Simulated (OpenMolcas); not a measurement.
Pt2+ (d8) on a cation site of an ionic host was computed by CASSCF with the d shell active (OpenMolcas, ANO-RCC-VTZP on the metal). Its lowest spin-free states, and all those of the highest spin:

```json
{"2S+1": "3", "Degeneracy": "3", "E (cm-1)": "0.0"}
{"2S+1": "3", "Degeneracy": "3", "E (cm-1)": "7105"}
{"2S+1": "1", "Degeneracy": "3", "E (cm-1)": "12024"}
{"2S+1": "1", "Degeneracy": "2", "E (cm-1)": "12559"}
{"2S+1": "3", "Degeneracy": "1", "E (cm-1)": "15250"}
{"2S+1": "3", "Degeneracy": "3", "E (cm-1)": "18409"}
{"2S+1": "1", "Degeneracy": "3", "E (cm-1)": "21211"}
{"2S+1": "1", "Degeneracy": "1", "E (cm-1)": "22629"}
{"2S+1": "1", "Degeneracy": "3", "E (cm-1)": "23573"}
{"2S+1": "1", "Degeneracy": "2", "E (cm-1)": "29031"}
{"2S+1": "1", "Degeneracy": "1", "E (cm-1)": "49265"}
```

**Question.** Is the site octahedral, tetrahedral or cube-like, axial, or of lower symmetry?

**Answer.** The states with 2S+1 = 3 have orbital degeneracies 3, 3, 1, 3. Threefold states need a cubic site. For d8 at this spin an octahedron puts the single A2 below the threefold T2 and a tetrahedron or cube puts the threefold T1 below the threefold T2, so the site is a tetrahedron or a cube, which this pattern cannot tell apart. The run had Pt2+ with its 8 nearest fluoride ions at 2.334 Å, on the Sr site of SrF2 (a = 5.796 Å, distance in the model lattice 2.510 Å). The rest of the host is ab initio model potentials to 7.6 Å and point charges beyond; the distance is set by hand and nothing relaxes. Ligand basis ANO-RCC-VDZP.

Without dynamic correlation the repulsion within the d shell is too large (B by tens of per cent), so at a given field states of lower spin stand too high. Real 4d8 and 5d8 ions are as a rule square planar and diamagnetic. With metal d orbitals alone the field can be off either way by tens of per cent. Ligand-to-metal charge-transfer states are missing. With no ligand orbital active B as a rule stays too high, so bands that hang on it stand too high and its fall with covalency is understated. No measured value stands beside these numbers; the geometry was set by hand and not optimised.
